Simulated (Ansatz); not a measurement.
Species: H₂O, charge 1, multiplicity 2. 
Coordinates optimised at B3LYP-D3(BJ)/def2-TZVP (Ansatz, a program for electronic structure):
```
O
H 1 1.0078
H 1 1.0078 2 110.00
```
Charge +1, spin multiplicity 2.

Basis-set convergence of Hartree-Fock and CCSD(T) correlation energies (hartree) with Ansatz. Correlated levels leave the core frozen unless marked. UHF or UKS for open shells. Spin-orbit coupling is left out. No relativistic terms.

```csv
basis,functions,E(HF),"E(corr, CCSD(T))"
def2-SVPD,39,-75.56773,-0.17695
def2-TZVPPD,74,-75.66124,-0.21853
def2-QZVPPD,132,-75.66449,-0.23386
```

Extrapolating the two largest sets (X = 3 and 4) as X^-3: E(corr) = (64·(-0.23386) - 27·(-0.21853))/37 = -0.2450 Eh, an estimate of the basis-set limit. The largest set recovers 95.4 % of it, the smallest 72.2 %.
